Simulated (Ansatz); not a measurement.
Zn(Me)(OMe) (C2H6OZn), SMILES C[O][Zn][CH3]. Atoms are numbered in the order given.

```xyz
10

Zn    -0.0030    -0.1383     0.6215
C     -1.3090     0.8628     1.6404
H     -1.9020     0.1889     2.2787
H     -2.0009     1.3981     0.9712
H     -0.8143     1.6043     2.2872
O      1.2462    -1.1353    -0.1713
C      1.6001    -1.1807    -1.5168
H      1.9729    -0.2106    -1.9134
H      2.4186    -1.9124    -1.6667
H      0.7708    -1.4993    -2.1862
```
Charge 0, spin multiplicity 1.

Coordinates come from a B3LYP-D3(BJ)/def2-SVP optimisation. The structure was generated by enumeration; whether it is a known compound was not checked. The values are those of a single conformer.

Two levels are set side by side: PBE-D3(BJ)/def2-SVP (Ansatz, a program for electronic structure) and B3LYP-D3(BJ)/def2-SVP (Ansatz). Each level has its own optimised geometry; the coordinates shown are those of the second. Differences are taken from unrounded values.

| quantity | B3LYP-D3(BJ) | PBE-D3(BJ) | PBE-D3(BJ) minus B3LYP-D3(BJ) |
|---|---|---|---|
| mean bond length (Å) | 1.305 | 1.311 | 0.006 |
| bond Zn1–C2 (Å) | 1.936 | 1.927 | -0.009 |
| bond Zn1–O6 (Å) | 1.784 | 1.791 | 0.007 |
| bond O6–C7 (Å) | 1.392 | 1.398 | 0.006 |
| bond C2–H3 (Å) | 1.101 | 1.109 | 0.007 |
| bond C2–H4 (Å) | 1.101 | 1.109 | 0.007 |
| bond C2–H5 (Å) | 1.101 | 1.109 | 0.007 |
| bond C7–H8 (Å) | 1.112 | 1.121 | 0.009 |
| bond C7–H9 (Å) | 1.108 | 1.116 | 0.008 |
| bond C7–H10 (Å) | 1.112 | 1.121 | 0.009 |

GGA bonds tend to be longer and softer than those of functionals with exact exchange. Differences between two approximate levels are no errors against the true value.
